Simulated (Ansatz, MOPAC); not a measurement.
Spectroscopic constants of HfN, multiplicity 2 (lowest of 2S+1 = 2, 4, 6, 8 at CCSD(T)/def2-TZVPP on PBE0 minima; our sources give no spin for the ground state, which may be another). No spin–orbit coupling. The T1 diagnostic near the minimum is 0.053, so single-reference values are doubtful.

The constants come from a fifth-degree fit in 1/R (seven points, main isotopes). In def2 and cc sets the state is the lowest found near the PBE0 minimum, followed along R.

The state that PM6 reach isn't checked.

The values were computed with Ansatz (a first-principles code); MOPAC for PM6 (differences of heats of formation). Values without a source in brackets are computed. In def2 rows elements past Kr take small-core potentials, without spin–orbit coupling.

| level | r_e (Å) | ω_e (cm⁻¹) | ω_e x_e (cm⁻¹) | dipole (D) |
|---|---|---|---|---|
| PM6 | 1.679 | 953 | 1.5 | - |
| SVWN5/def2-TZVPP | 1.728 | 952 | 2.5 | 5.04 |
| PBE/def2-TZVPP | 1.741 | 927 | 2.4 | 4.96 |
| r2SCAN/def2-TZVPP | 1.726 | 987 | 3.6 | 5.17 |
| B3LYP/def2-TZVPP | 1.729 | 962 | 4.0 | 5.45 |
| PBE0/def2-TZVPP | 1.713 | 1009 | 3.4 | 5.43 |
| CAM-B3LYP/def2-TZVPP | 1.709 | (withheld) | 3.8 | 5.78 |
| wB97X-V/def2-TZVPP | (withheld) | (withheld) | 3.3 | 5.79 |

### Question
What belongs in the gaps?

### Answer

- wB97X-V/def2-TZVPP, r_e (Å): 1.701
- wB97X-V/def2-TZVPP, ω_e (cm⁻¹): 1046
- CAM-B3LYP/def2-TZVPP, ω_e (cm⁻¹): 1017
